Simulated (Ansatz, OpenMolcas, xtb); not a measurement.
Ligand exchange: KF + H2O → KOH + HF

Species: KF, singlet; H2O `O`, singlet; KOH `[OH][K]`, singlet; HF, singlet. The partners trade F for OH: K–F and H–OH bonds give way to K–OH and H–F.

Shapes, held fixed at every level: PBE0-D4/def2-TZVP. Programs: Ansatz 0.2.0, OpenMolcas 26.06, xtb 6.7.1. The zero-point and thermal change to 298 K, harmonic and unscaled (PBE0-D4/def2-TZVP), is -3.0 kJ/mol.

Task: Estimate ΔH(298 K) of this reaction.

Result: The highest level, CCSD(T)/def2-TZVPP, gives ΔH(298 K) = +68.1 kJ/mol; the levels span +68.1 to +108.9. The column of differences is taken from that level and isn't an error. No measured value is set beside it here. Correlated rows may include outer-core shells of K, which these sets cover unevenly.

| level | kind | ΔH(298 K) (kJ/mol) | less CCSD(T)/def2-TZVPP |
| --- | --- | --- | --- |
| GFN1-xTB | semi-empirical | +108.9 | +40.8 |
| SPW92/def2-TZVPP | LDA | +71.6 | +3.5 |
| PBE-D4/def2-TZVPP | GGA | +75.8 | +7.7 |
| B3LYP/6-31G* (Cartesian functions) | global hybrid | +88.9 | +20.8 |
| PBE0-D4/def2-TZVPP | global hybrid | +75.6 | +7.5 |
| CCSD/def2-SVP | coupled cluster or CI | +73.2 | +5.1 |
| CCSD/def2-TZVPP | coupled cluster or CI | +69.6 | +1.5 |
| CCSD(T)/def2-TZVPP | coupled cluster or CI | +68.1 | 0.0 |
